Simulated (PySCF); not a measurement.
## Pm⁴⁰⁺: ionisation energy

Pm⁴⁰⁺ [Ar] 3d3 [3d3/2^3, M_J = 3/2] → Pm⁴¹⁺ [Ar] 3d2 [3d3/2^2, M_J = 2], as a difference of total energies. Calculation: PySCF 2.14, in an even-tempered Gaussian basis (16 s from 8.5 bohr⁻², ratio 2.8; 12 p from 11 bohr⁻², ratio 2.8; 8 d from 11 bohr⁻², ratio 2.8; 3 f from 36 bohr⁻², ratio 3); the two-component X2C-1e Hamiltonian. Correlated levels: [Ne] frozen; the 74 highest virtual spinors dropped. "Screened" scales the spin-orbit matrix elements by Boettger's factors to mimic the two-electron term; Breit and QED terms are absent.

```json
{"method": "GHF (spin-free)", "ionisation energy (eV)": "2989.5"}
{"method": "GMP2 (spin-free)", "ionisation energy (eV)": "2989.3"}
{"method": "GHF (screened spin-orbit)", "ionisation energy (eV)": "2997.4"}
{"method": "GMP2 (screened spin-orbit)", "ionisation energy (eV)": "2998.1"}
```

Breit and QED terms and the two-electron picture change are absent.

The spin-free rows relax to the high-spin LS determinant and lack the spin-orbit shift.

The labels give the starting determinants; with spin-orbit coupling the two ends relaxed to ⟨J²⟩ = 3.85, ⟨L²⟩ = 8.26, ⟨S²⟩ = 2.21 and ⟨J²⟩ = 6.03, ⟨L²⟩ = 10.32, ⟨S²⟩ = 1.55.

For comparison: 2997 ± 4 eV (theoretical estimate listed by NIST; NIST Atomic Spectra Database, ionization energies).
